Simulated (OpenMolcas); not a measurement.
Nb3+: moving the ligands

Nb3+ with 6 ligands (chloride) in octahedral coordination (Oh) at 2.48 Å. A charge of +0.5 e stands 2.4 Å behind each ligand. Ligand basis ANO-RCC-VDZP.

* Program: OpenMolcas
* Method: CASSCF
* Basis: ANO-RCC-VDZP [6s5p3d1f]
* Scalar Hamiltonian: DKH2, point nucleus
* Active space: 2 electrons in 5 orbitals (4d)
* State averaging: 2S+1 = 3 even, 10 roots; 2S+1 = 1 even, 15 roots
* Spin-orbit coupling: state interaction with AMFI integrals over the reference wave functions

Runs around this geometry, states (labels of O, the rotations of Oh). Energies in cm-1 above the lowest state or level, χT in cm3 K/mol; under a threefold ground state the first gap can be a small split of the lowest multiplet, not the spin-orbit step; 10Dq and B are least-squares fits to the states below 45000 cm-1, weighted by degeneracy, with a free offset, and given where the rms deviation is under 5 % of |10Dq| (or 100 cm-1) and under 700 cm-1.

```json
{"R (Å)": "2.41", "Ground state": "3T1", "First state of that spin": "3T2 18534", "10Dq": "19407", "B (rms of fit)": "586 (320)", "First gap with spin-orbit (degeneracies)": "21.7 (2, 3)", "χT at 300 K": "0.483", "First state of another spin": "1T2 8972"}
{"R (Å)": "2.48", "Ground state": "3T1", "First state of that spin": "3T2 16149", "10Dq": "17057", "B (rms of fit)": "608 (253)", "First gap with spin-orbit (degeneracies)": "27.4 (2, 3)", "χT at 300 K": "0.462", "First state of another spin": "1T2 9242"}
{"R (Å)": "2.55", "Ground state": "3T1", "First state of that spin": "3T2 14010", "10Dq": "14924", "B (rms of fit)": "625 (218)", "First gap with spin-orbit (degeneracies)": "34.0 (2, 3)", "χT at 300 K": "0.442", "First state of another spin": "1T2 9469"}
```

Taking |10Dq| as R^-n, n = -ln(14924 / 19407) / ln(2.55 / 2.41) = 4.7 between the shortest and longest distance. The point-charge formula for a cubic d site gives n = 5.

An orbital triplet at a regular site is open to Jahn-Teller coupling, which can distort the site and quench the lowest spin-orbit gaps and is left out. Without dynamic correlation the repulsion within the d shell is too large (B by tens of per cent), so at a given field states of lower spin stand too high. With metal d orbitals alone the field can be off either way by tens of per cent. Ligand-to-metal charge-transfer states are missing. With no ligand orbital active B as a rule stays too high, so bands that hang on it stand too high and its fall with covalency is understated. The least metal-like active orbital is 74 % on the metal (Löwdin) and no ligand orbital is active, so the numbers are rough (holds for R = 2.41). The least metal-like active orbital is 77 % on the metal (Löwdin) and no ligand orbital is active, so the numbers are rough (holds for R = 2.48). The least metal-like active orbital is 80 % on the metal (Löwdin) and no ligand orbital is active, so the numbers are rough (holds for R = 2.55). No measured value stands beside these numbers; the geometry was imposed, not optimised, and the real ion may take another.
